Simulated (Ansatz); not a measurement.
Ansatz (a first-principles code) input (CCSD(T)/def2-QZVPPD):
A basis named .json is the Basis Set Exchange file of that set.

Ansatz 0.2 input:
```yaml
crystal:
  periodic: [false, false, false]
  atoms:
    - {symbol: C, position_ang: [-0.56687313, 0.45164240, -0.01738260]}
    - {symbol: F, position_ang: [0.52970873, -0.26358262, 0.01653168]}
    - {symbol: H, position_ang: [-1.36613982, -0.33761083, -0.04448949]}
basis:
  gaussian:
    orbitals: def2-QZVPPD.json
total_charge: 1
magnetization: {spin_polarized: true, initial_magnetization: 1}
correlation: {method: ccsd_t, electrons: outside_noble_gas}
```

Output:

```
Functional definition: HF
integrals: 0.73 GiB planned
963 factors; integrals over basis functions are off by at most 1.2e-3 eV
mean field: 0.42 GiB planned
mean field evaluation 1: about -3734.7209 eV, gradient 4.3e1 eV
mean field evaluation 2: about -3734.7225 eV, gradient 4.3e1 eV
mean field evaluation 4: about -3740.5805 eV, gradient 3.3e0 eV
mean field evaluation 8: about -3740.7395 eV, gradient 3.1e-1 eV
mean field evaluation 16: about -3740.5800 eV, gradient 3.3e0 eV
mean field evaluation 32: about -3737.7519 eV, gradient 1.0e0 eV
mean field evaluation 64: about -3734.3202 eV, gradient 6.1e-1 eV
mean field evaluation 96: about -3737.6843 eV, gradient 9.2e-1 eV
mean field evaluation 128: about -3734.6518 eV, gradient 3.3e-3 eV
mean field -3740.74216339 eV, -137.4697389386 hartree, gradient 2.7e-6 eV, S^2 0.757040; 2 other end points of the search recorded, 0 dependent functions left out
determinant -3740.74216339 eV, -137.4697389386 hartree, with singles and doubles -3751.63055341 eV, -137.8698798914 hartree
determinant -3737.78311766 eV, -137.3609960136 hartree, with singles and doubles -3748.79662885 eV, -137.7657350845 hartree
2 core orbitals not correlated
reference -3740.74216339 eV, -137.4697389386 hartree; 6, 5 occupied and 154, 155 virtual orbitals, 963 factors
second order -10.55884016 eV of doubles, -0.00000000 eV of singles
coupled cluster: 1.94 GiB planned
cycle   1  -10.73567788 eV  change    -1.6e0 eV  update   2.2e-2
cycle   2  -10.77848130 eV  change   -4.3e-2 eV  update   5.7e-3
cycle   3  -10.77507136 eV  change    3.4e-3 eV  update   3.2e-3
cycle   4  -10.77887176 eV  change   -3.8e-3 eV  update   1.7e-3
cycle   5  -10.77997298 eV  change   -1.1e-3 eV  update   1.1e-3
cycle   6  -10.78081887 eV  change   -8.5e-4 eV  update   4.0e-4
cycle   7  -10.78076284 eV  change    5.6e-5 eV  update   1.7e-4
cycle   8  -10.78083563 eV  change   -7.3e-5 eV  update   7.1e-5
cycle   9  -10.78079637 eV  change    3.9e-5 eV  update   3.0e-5
cycle  10  -10.78078173 eV  change    1.5e-5 eV  update   9.2e-6
cycle  11  -10.78078905 eV  change   -7.3e-6 eV  update   4.0e-6
perturbative correction -0.45815628 eV, -0.0168369328 hartree
Total energy: -3751.98110873 eV, -137.8827625616 hartree
```

This state (charge 1, doublet) is run at the relaxed geometry of the species with charge 0 and multiplicity 1.
